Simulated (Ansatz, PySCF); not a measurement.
sulfur trioxide (O3S), SMILES O=S(=O)=O. Atoms are numbered in the order given.

```xyz
4

O      1.4192     0.0000     0.0000
S      0.0000     0.0000     0.0000
O     -0.7096    -1.2290     0.0000
O     -0.7096     1.2290     0.0000
```
Charge 0, spin multiplicity 1.

Coordinates come from a ωB97X-D3(BJ)/def2-TZVP optimisation.

Vertical ionisation energy (IE) and electron affinity (EA) in eV. Rows of orbital energies are one-electron estimates. Where ΔSCF, EOM or ADC give a negative EA the extra electron is unbound and the value depends on the basis.

```csv
level,IE,EA
"−ε(HOMO), −ε(LUMO), HF/def2-TZVPD (PySCF)",14.68,-0.63
"−ε(HOMO), −ε(LUMO), PBE/def2-TZVPD (PySCF)",…,…
ADC(2)/aug-cc-pVDZ (PySCF),11.32,0.42
"ΔSCF, PBE0/def2-SVPD (Ansatz), final states of multiplicity 2 and 2",12.86,0.47
"ΔSCF, PBE/def2-SVPD (Ansatz), final states of multiplicity 2 and 2",12.32,0.52
```

Problem. Fill in the missing entries. (An estimate is asked for; the answer gives what the named calculation found.)

Solution. 
- −ε(HOMO), −ε(LUMO), PBE/def2-TZVPD (PySCF), IE: 8.29
- −ε(HOMO), −ε(LUMO), PBE/def2-TZVPD (PySCF), EA: 3.69

Problem. What vertical singlet–triplet gap does ΔSCF give with PBE0/def2-SVPD (Ansatz, a program for electronic structure) and with PBE/def2-SVPD (Ansatz)? (The exact figures need the calculation; the answer reports its results.)

Solution. 4.83 and 4.62 eV (triplet above singlet where positive).

Problem. Beyond the first one, list the lowest photoelectron lines from ADC(2)/aug-cc-pVDZ run with PySCF 2.14.0 with their pole strengths (two spins summed). (The exact figures need the calculation; the answer reports its results.)

Solution. 13.25 eV (1.72), 13.25 eV (1.72), 13.58 eV (1.70), 13.58 eV (1.70), 16.86 eV (1.67).
